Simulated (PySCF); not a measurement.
# Bond lengths and vibrations by method: AlCFH3Si cation

All numbers below are calculated, not measured. The program is PySCF 2.14.0, an open-source quantum chemistry code, run on an isolated molecule that a program drew, which may never have been made. The molecule is AlCFH3Si cation (charge +1, singlet), drawn as the SMILES string `F[SiH]=[CH][AlH+]`.

The geometry was optimised and harmonic frequencies were computed with HF and MP2, all in the cc-pV(D+d)Z basis, for the commonest isotopes, with a restricted reference for singlets and an unrestricted one otherwise, and a frozen core in MP2. Each result is a local minimum of its method.

Geometry at the HF minimum:
```xyz
7
AlCFH3Si cation, angstrom
F     1.2322    0.6011    1.4631
Si    0.4330   -0.3227    0.4708
C     0.3664   -0.0152   -1.2031
Al   -0.4861   -0.9348   -2.5346
H    -0.2030   -1.4212    1.1844
H     0.9168    0.8675   -1.5394
H    -1.2023   -1.7049   -3.6646
```

Lengths of the bonds as drawn, in Å (atoms numbered as above):
```
  bond     HF    MP2
F1-Si2  1.574  1.596
Si2-C3  1.703  1.721
C3-Al4  1.829  1.840
Si2-H5  1.456  1.464
 C3-H6  1.093  1.104
Al4-H7  1.544  1.550
```

Rotational constants, in GHz:
| constant | HF | MP2 |
|---|---|---|
| A | 32.94 | 32.05 |
| B | 1.777 | 1.768 |
| C | 1.686 | 1.676 |

Harmonic frequencies in cm^-1, each column in rising order, so a row needn't be the same motion in every method:
| rank | HF | MP2 |
|---|---|---|
| 1 | 115 | 104 |
| 2 | 132 | 117 |
| 3 | 301 | 282 |
| 4 | 443 | 420 |
| 5 | 460 | 428 |
| 6 | 553 | 487 |
| 7 | 682 | 644 |
| 8 | 724 | 702 |
| 9 | 890 | ? |
| 10 | 976 | 923 |
| 11 | 998 | 936 |
| 12 | 1230 | 1162 |
| 13 | 2158 | 2105 |
| 14 | 2466 | 2394 |
| 15 | 3252 | 3166 |

**Estimate the missing MP2 frequency from the HF column.**

A single factor s that minimises the squared misfit of MP2 against s times HF over the other rows is sum(HF x MP2) / sum(HF^2) = 0.9669, with an rms misfit of 21 cm^-1. For rank 9 it gives 0.9669 x 890 = 861 cm^-1. The calculation gives 831 cm^-1, 30 cm^-1 below the estimate. The drawn bonds are on average 0.8 % longer in MP2 than in HF.
